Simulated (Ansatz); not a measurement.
Frontier orbitals of FH₆N₃Ti, SMILES `[NH2][Ti]([NH2])([NH2])[F]`.

```xyz
11

N    -0.134    1.746    0.156
Ti   -0.414   -0.111    0.247
N    -0.462   -0.750   -1.521
N     1.107   -0.859    1.062
F    -1.905   -0.512    1.135
H    -0.877    2.418    0.018
H     0.729    2.218    0.381
H    -0.859   -1.642   -1.783
H    -0.244   -0.207   -2.344
H     1.238   -0.909    2.063
H     1.821   -1.391    0.587
```

Charge 0, multiplicity 1. Correlated methods include outer-core shells of Ti, which these sets cover unevenly. Scalar relativity is left out up to krypton. Geometry: relaxed with PBE0-D4/def2-TZVP. It is one conformer, not always the lowest. Basis def2-TZVPP, Ansatz.

```tsv
functional	HOMO (eV)	LUMO (eV)	gap (eV)
PBE	-5.85	-2.01	3.84
r2SCAN	-6.13	-1.90	4.23
B97M-V	-6.20	-1.92	4.28
PBE0	-7.23	-1.00	6.23
BHLYP	-8.54	0.14	8.68
LC-ωPBE	-10.05	1.30	11.35
ωB97M-V	-9.60	1.13	10.73
```

A quarter of exact exchange (PBE0) shifts PBE's HOMO by −1.38 eV and its LUMO by +1.00 eV; full exchange at long range (ωB97M-V) shifts them by −3.74 and +3.13 eV. The gap opens from 3.85 to 10.72 eV, since occupied levels lose self-interaction and empty ones feel all the electrons. A positive LUMO is unbound and depends on the basis.

LC-ωPBE has ω = 0.4 bohr⁻¹.
